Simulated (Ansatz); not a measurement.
Compare A (`O[SiH](O)[Si](F)(Cl)Cl`) with its isomer B (`O[SiH2]O[Si](F)(Cl)Cl`).

Gas-phase electronic energies from Ansatz, PBE0-D4/def2-TZVP geometries. CBS: MP2 limit from def2 TZ/QZ plus the TZ coupled-cluster correction, frozen cores. Functionals use def2-TZVPP. B3LYP here is the variant with VWN-RPA as its local correlation; programs differ in this. One conformer a species, not always the lowest.

Question: Which is lower in electronic energy at CCSD(T)/CBS, and by how much? (Estimate.)

Answer: Computed: B, by 148.2 kJ/mol.

Question: Give E(B) − E(A) in kJ/mol with PBE-D4, HF/def2-TZVPP, CCSD(T)/def2-TZVPP, r2SCAN-D4, ωB97M-V, B2PLYP, B3LYP-D4. (Estimate.)

Answer: Ansatz gave: PBE-D4 -116.3, HF/def2-TZVPP -174.1, CCSD(T)/def2-TZVPP -151.0, r2SCAN-D4 -141.7, ωB97M-V -149.2, B2PLYP -149.3, B3LYP-D4 -141.6. None reverses the order clearly.

Largest T1 diagnostic: 0.012.

In def2-TZVPP, CCSD(T) changes the Hartree–Fock value by +23.0 kJ/mol (the triples alone add +3.8 kJ/mol) and MP2 by +18.0 kJ/mol. From PBE to PBE0 (25 % exact exchange), in def2-TZVPP and without D4, E(B) − E(A) moves by −13.2 kJ/mol.
